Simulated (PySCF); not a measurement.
H$_{2}$Cl$_{2}$Si, singlet, geometry from GFN2-xTB of the parent state; PySCF with M062X/3-21G.

PySCF was given this input:
```python
from pyscf import gto, scf, dft

mol = gto.Mole()
mol.atom = '''
    Si   -0.00498940   -0.22294650   -0.21586766
    Cl    2.17084122   -0.04892192    0.18430714
    Cl   -2.17086610    0.18561930    0.04242559
    H     0.01953520    0.85956253    0.82312830
    H     0.05073932   -0.06216708   -1.65543747
'''
mol.basis = '3-21g'
mol.verbose = 4
mol.build()

mf = dft.RKS(mol)
mf.xc = 'm062x'
mf.kernel()
```

Problem. Write the output that PySCF gives for this input, abridged.

Solution. 
```
PySCF version 2.14.0

[INPUT] verbose = 4
[INPUT] num. atoms = 5
[INPUT] num. electrons = 50
[INPUT] charge = 0
[INPUT] spin (= nelec alpha-beta = 2S) = 0
[INPUT] symmetry False subgroup None
[INPUT] Mole.unit = angstrom
[INPUT] Symbol           X                Y                Z      unit          X                Y                Z       unit  Magmom
[INPUT]  1 Si    -0.004989400000  -0.222946500000  -0.215867660000 AA   -0.009428599526  -0.421307825430  -0.407930756551 Bohr   0.0
[INPUT]  2 Cl     2.170841220000  -0.048921920000   0.184307140000 AA    4.102295365717  -0.092449030288   0.348290017402 Bohr   0.0
[INPUT]  3 Cl    -2.170866100000   0.185619300000   0.042425590000 AA   -4.102342382103   0.350769640433   0.080172745773 Bohr   0.0
[INPUT]  4 H      0.019535200000   0.859562530000   0.823128300000 AA    0.036916177789   1.624337768638   1.555487052379 Bohr   0.0
[INPUT]  5 H      0.050739320000  -0.062167080000  -1.655437470000 AA    0.095883418547  -0.117478755164  -3.128323434643 Bohr   0.0

nuclear repulsion = 172.748919730048
number of shells = 25
number of NR pGTOs = 87
number of NR cGTOs = 43
basis = 3-21g
ecp = {}

******** <class 'pyscf.dft.rks.RKS'> ********
method = RKS
initial guess = minao
damping factor = 0
level_shift factor = 0
DIIS = <class 'pyscf.scf.diis.CDIIS'>
diis_start_cycle = 1
diis_space = 8
diis_damp = 0
SCF conv_tol = 1e-09
SCF conv_tol_grad = None
SCF max_cycles = 50
direct_scf = True
direct_scf_tol = 1e-13
XC library pyscf.dft.libxc version 7.1.2
    S. Lehtola, C. Steigemann, M. J. T. Oliveira, and M. A. L. Marques,  SoftwareX 7, 1–5 (2018)
XC functionals = m062x
    Y. Zhao and D. G. Truhlar,  Theor. Chem. Acc. 120, 215 (2008)
    Y. Zhao and D. G. Truhlar,  Theor. Chem. Acc. 120, 215 (2008)
radial grids:
    Treutler-Ahlrichs [JCP 102, 346 (1995); DOI:10.1063/1.469408] (M4) radial grids

becke partition: Becke, JCP 88, 2547 (1988); DOI:10.1063/1.454033
pruning grids: <function nwchem_prune>
grids dens level: 3
symmetrized grids: False
atomic radii adjust function: <function treutler_atomic_radii_adjust>
small_rho_cutoff = 0
Set gradient conv threshold to 3.16228e-05
Initial guess from minao.
tot grids = 76560
init E= -1204.29485245266
  HOMO = -0.309153118066568  LUMO = -0.160636318817881  gap/eV = 4.04135
cycle= 1 E= -1204.89712698237  delta_E= -0.602  |g|= 0.463  |ddm|= 1.96
  HOMO = -0.297884506337124  LUMO = -0.215607279380982  gap/eV = 2.23888
cycle= 2 E= -1204.86327822804  delta_E= 0.0338  |g|= 0.619  |ddm|= 1.58
  HOMO = -0.338148538040698  LUMO = -0.176045380744393  gap/eV = 4.41105
cycle= 3 E= -1205.00099457021  delta_E= -0.138  |g|= 0.017  |ddm|= 0.821
  HOMO = -0.336679021793369  LUMO = -0.166731667984535  gap/eV = 4.62450
cycle= 4 E= -1205.00119772681  delta_E= -0.000203  |g|= 0.00801  |ddm|= 0.0497
  HOMO = -0.337878578925517  LUMO = -0.166982005269671  gap/eV = 4.65033
cycle= 5 E= -1205.00123923594  delta_E= -4.15e-05  |g|= 0.00279  |ddm|= 0.02
  HOMO = -0.337795376916082  LUMO = -0.166358996947728  gap/eV = 4.66502
cycle= 6 E= -1205.00125225789  delta_E= -1.3e-05  |g|= 0.000938  |ddm|= 0.0142
  HOMO = -0.337849770293235  LUMO = -0.16641669675575  gap/eV = 4.66493
cycle= 7 E= -1205.00125572599  delta_E= -3.47e-06  |g|= 0.000368  |ddm|= 0.00909
  HOMO = -0.3378156635776  LUMO = -0.166402393279109  gap/eV = 4.66439
cycle= 8 E= -1205.00125652468  delta_E= -7.99e-07  |g|= 0.000153  |ddm|= 0.00537
  HOMO = -0.337810350411695  LUMO = -0.16640455001436  gap/eV = 4.66419
cycle= 9 E= -1205.00125658357  delta_E= -5.89e-08  |g|= 8.33e-05  |ddm|= 0.00134
  HOMO = -0.337808254909792  LUMO = -0.166407963020949  gap/eV = 4.66404
cycle= 10 E= -1205.0012565926  delta_E= -9.03e-09  |g|= 1.37e-05  |ddm|= 0.000552
  HOMO = -0.337806509370477  LUMO = -0.166408554903527  gap/eV = 4.66398
cycle= 11 E= -1205.00125659311  delta_E= -5.13e-10  |g|= 6.02e-06  |ddm|= 9.6e-05
  HOMO = -0.337807204959254  LUMO = -0.166407945500887  gap/eV = 4.66401
Extra cycle  E= -1205.00125659318  delta_E= -7.09e-11  |g|= 3.96e-06  |ddm|= 2.88e-05
converged SCF energy = -1205.00125659318
```
